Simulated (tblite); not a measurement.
C₇H₁₃OP.
SMILES with atom numbers: `[CH2:1]=[CH:2][CH2:3][P@:4]([CH3:5])(=[O:6])[C:7](=[CH2:8])[CH3:9]` (hydrogens: H10, H11 on C1; H12 on C2; H13, H14 on C3; H15, H16, H17 on C5; H18, H19 on C8; H20, H21, H22 on C9)

Computed with GFN2-xTB (tblite), gas phase: L-BFGS steps from a force-field or distance-geometry start until the largest atomic force falls under 0.01 eV/Å.

Geometry at step 85:
```
atom  x, y, z in Å
C1     -3.3597   -0.9599   -0.3657
C2     -2.4597   -0.2393    0.2827
C3     -1.0608   -0.6786    0.5484
P4      0.0601    0.1759   -0.6514
C5     -0.0176    1.9623   -0.2259
O6     -0.2817   -0.0837   -2.0528
C7      1.7686   -0.2731   -0.1715
C8      2.6589   -0.3111   -1.1542
C9      2.1031   -0.4410    1.2787
H10    -3.1428   -1.9306   -0.7813
H11    -4.3566   -0.5962   -0.5378
H12    -2.7183    0.7458    0.6550
H13    -0.7632   -0.4485    1.5736
H14    -0.9486   -1.7507    0.3578
H15     0.6260    2.4763   -0.9376
H16     0.3009    2.1881    0.7881
H17    -1.0373    2.3028   -0.3918
H18     2.3485   -0.1769   -2.1816
H19     3.7103   -0.4812   -0.9706
H20     1.8280   -1.4445    1.6113
H21     1.5597    0.2826    1.8854
H22     3.1717   -0.2990    1.4402
```

Task: Give the atomic forces at this geometry.

Result: 
| atom | Fx (eV/Å) | Fy (eV/Å) | Fz (eV/Å) |
| --- | --- | --- | --- |
| C1 | 0.099 | 0.085 | -0.035 |
| C2 | -0.075 | -0.098 | -0.034 |
| C3 | 0.005 | -0.083 | 0.039 |
| P4 | 0.036 | 0.062 | 0.021 |
| C5 | -0.037 | 0.040 | -0.042 |
| O6 | 0.029 | 0.002 | 0.006 |
| C7 | 0.128 | 0.079 | -0.052 |
| C8 | -0.078 | 0.010 | 0.048 |
| C9 | -0.007 | -0.001 | -0.103 |
| H10 | 0.084 | 0.015 | 0.110 |
| H11 | -0.050 | 0.063 | -0.009 |
| H12 | -0.014 | -0.063 | 0.005 |
| H13 | -0.028 | -0.037 | -0.059 |
| H14 | -0.004 | 0.055 | 0.020 |
| H15 | 0.046 | 0.004 | 0.008 |
| H16 | -0.044 | -0.040 | -0.037 |
| H17 | -0.031 | 0.004 | 0.032 |
| H18 | 0.015 | -0.049 | 0.143 |
| H19 | -0.053 | -0.035 | -0.054 |
| H20 | 0.020 | 0.091 | 0.004 |
| H21 | 0.014 | -0.044 | -0.011 |
| H22 | -0.056 | -0.059 | 0.000 |

The largest, 0.16 eV/Å, acts on C7; the rms over all components is 0.054 eV/Å. The forces sum to zero within rounding, as they must for an isolated molecule in no field.

Task: Give the force on C7 in Eh/bohr and in nN.

Result: 0.159 eV/Å ÷ 51.422 = 0.00309 Eh/bohr, and 0.159 eV/Å × 1.602 = 0.25 nN.

Task: How far is this geometry from the end of the optimisation?

Result: 0.040 eV above it, and 0.306 Å rms away after alignment. The bonds farthest from their final lengths, with half the difference of the two atoms' forces along the bond (positive lengthens):

```csv
bond,now (Å),final (Å),force along bond (eV/Å)
C3–P4,1.851,1.855,+0.05
C8–H18,1.082,1.078,-0.06
C7–C9,1.498,1.494,-0.04
C3–H13,1.092,1.089,-0.05
C7=C8,1.327,1.324,-0.11
P4–C7,1.831,1.828,+0.03
```

The angle farthest from its final value is C5–P4–C7, 102.5° against 105.7°.

What follows is the cost of the whole relaxation. The run took 1.3 s on one thread, Arm Neoverse V1 (aarch64), shared host with 32 logical CPUs at a one-minute load of 30.
